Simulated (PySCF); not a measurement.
# One molecule, several mistakes: BGeH7NSi

These are calculations, not measurements. The program is PySCF 2.14.0, an open-source quantum chemistry code, run on an isolated molecule that a program drew, which may never have been made. The molecule is BGeH7NSi (charge 0, doublet), drawn as the SMILES string `N[B]([SiH2])[GeH3]`.

Each row is a Hartree-Fock (HF) and frozen-core CCSD(T) single point in the cc-pV(D+d)Z basis, meant for a local HF minimum. Run 1 is clean. Each other run has one planted mistake out of seven kinds, and not every kind appears here: one electron removed, one electron added, multiplicity raised by two, geometry at a saddle point, minimal basis STO-3G, one bond length entered in bohr, all coordinates scaled. The reference is restricted for singlets and unrestricted otherwise, and also for a bond in bohr. Adding or removing an electron swaps singlet and doublet. Electrons count all cores. HOMO and LUMO are orbital energies over both spins, the gradient is its largest component, and the lowest frequency (negative if imaginary) is given only where the gradient is small. Bond lengths are over the 10 bonds as drawn. T1 is the CCSD diagnostic: over 0.02 (restricted) or 0.045 (unrestricted) a single reference is doubtful. Germanium has the cc-pVDZ-PP basis, with a core potential (ECP10MDF) in place of its 10 inner electrons, and its 3s, 3p and 3d shells are frozen in CCSD(T).

Geometry of the clean run:
```xyz
11
BGeH7NSi, angstrom
N     0.0798    0.5710    0.6583
B     1.0204   -0.1161    1.4184
Si    2.8077   -0.6268    0.6050
Ge    0.5696   -0.5323    3.4253
H    -0.7999    0.8802    1.0202
H     0.2084    0.8037   -0.3062
H     2.8511   -0.7244   -0.8788
H     3.4822   -1.8046    1.2018
H     1.6417    0.0112    4.3833
H     0.4614   -2.0442    3.6805
H    -0.7770    0.0992    3.8342
```

```
run,electrons,basis functions,<S^2>,HOMO (eV),LUMO (eV),gradient (hartree/bohr),lowest frequency (cm^-1),mean bond (Å),longest bond (Å),T1,HF (hartree),CCSD(T) (hartree),mistake
1,65,109,0.762,-8.34,1.20,1.2e-05,71,1.5106,2.099,0.0163,-665.51588,-666.03430,no fault
2,65,109,3.772,-4.77,-1.57,3.9e-02,-,1.5106,2.099,0.0210,-665.33638,-665.84607,multiplicity raised by two
3,65,109,0.762,-8.17,1.41,1.1e-01,-,1.3822,1.920,0.0143,-665.42890,-665.93918,all coordinates scaled
4,64,109,0.000,-15.02,-6.46,4.1e-02,-,1.5106,2.099,0.0202,-665.24368,-665.75551,one electron removed
5,65,109,1.613,-8.39,1.17,5.9e-03,-,1.6474,2.905,0.0382,-665.41708,-665.92190,?
6,66,109,0.000,-0.60,7.72,3.4e-02,-,1.5106,2.099,0.0178,-665.50105,-666.05356,?
```

**Which mistake was planted in run 5, and what did it cost?**

The mean bond changes by a factor of 1.091 and the longest by 1.384, so the molecule wasn't scaled as a whole. A length L in bohr read as angstrom grows by (1/0.5292 - 1) L = 0.890 L. The 10 bonds together grew by 10 x 0.1368 = 1.368 Å, which gives L = 1.538 Å. That is the length of one of the Ge-H bonds, 1.537 Å in the clean geometry. So the mistake is: one bond length entered in bohr. Subtracting run 1 and multiplying by 627.51 kcal/mol a hartree, the energy moved by 62.0 kcal/mol in HF and 70.5 kcal/mol in CCSD(T).

**Which mistake was planted in run 6, and what did it cost?**

It counts 66 electrons, one more than the clean run, at the same geometry and basis. So the mistake is: one electron added. Subtracting run 1 and multiplying by 627.51 kcal/mol a hartree, the energy moved by 9.3 kcal/mol in HF and -12.1 kcal/mol in CCSD(T).

Cautions from the logs. Run 4: T1 is over the limit, so its CCSD(T) energy is less reliable.
